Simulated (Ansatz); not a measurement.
Single points on ZnMeBr (CH3BrZn).

```yaml
crystal:
  periodic: [false, false, false]
  atoms:
    - {symbol: Zn, position_ang: [-0.005166, 0.002482, -1.100257]}
    - {symbol: C, position_ang: [0.003790, -0.001530, 0.828664]}
    - {symbol: H, position_ang: [-0.446539, 0.916257, 1.210721]}
    - {symbol: H, position_ang: [1.027197, -0.070190, 1.201531]}
    - {symbol: H, position_ang: [-0.563946, -0.853277, 1.207229]}
    - {symbol: Br, position_ang: [-0.015336, 0.006258, -3.347878]}
basis:
  gaussian: {orbitals: def2-TZVP, initial_orbitals: start.molden}
hamiltonian: {xc: {name: revPBE}, dispersion: d4}
scf: {omitted_lower_state_checks: [starts]}
output: {orbitals: {seedname: orbitals}}
```

The file start.molden holds the orbitals of an earlier run on this structure, at another level or in another basis.

```sh
$ ansatz run in.yaml --threads 4 --pin off --events-out ev --progress --plain --max-ram 3916MiB
```

Shortened log:

```
Functional definition: revPBE
  name "revPBE"
  cite "Zhang & Yang, Phys. Rev. Lett. 80, 890 (1998) doi:10.1103/PhysRevLett.80.890"
  cite "Perdew, Burke & Ernzerhof, Phys. Rev. Lett. 77, 3865 (1996) doi:10.1103/PhysRevLett.77.3865"
  parameter kappa = 1.245
  parameter beta = 0.06672455060314922
  exchange = pbe_x(kappa = kappa, mu = beta*pi^2/3)
  correlation = pbe_c(beta = beta)
these checks for a lower state are left out or cut short: starts
1148 factors; their error is unknown
mean field evaluation 1: about -119544.5920 eV, gradient 1.1e1 eV
mean field evaluation 2: about -119544.6947 eV, gradient 1.5e-1 eV
mean field evaluation 4: about -119544.6538 eV, gradient 2.2e-4 eV
mean field -119544.65378040 eV, -4393.1849961531 hartree, gradient 1.6e-5 eV, S^2 0.000000; 0 other end points of the search recorded, 0 dependent functions left out
reference -119544.65382935 eV, -4393.1849979518 hartree; 37, 37 occupied and 108, 108 virtual orbitals, 1148 factors
Total energy: -119544.90625478 eV, -4393.1942744156 hartree
Checks for a lower state left out: starts
```

Hardware: 4 threads of AMD EPYC 7R43 on a shared host. Wall time 1.3 s.

Geometry: PBE0-D4/def2-TZVP.
